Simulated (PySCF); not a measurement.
A structure optimised at PBE0-D3(BJ)/def2-TZVPD, used in a PySCF frequency run:

```xyz
3

Be     0.0000     0.0000    -1.3314
H      0.0000     0.0000    -2.6591
Cl     0.0000     0.0000     0.4697
```

### Question
Write its SMILES, formula and point group.

### Answer
[BeH][Cl], BeClH, C∞v

### Question
What are its rotational constants (standard atomic weights)?

### Answer
16.389 GHz (linear rotor, B only)
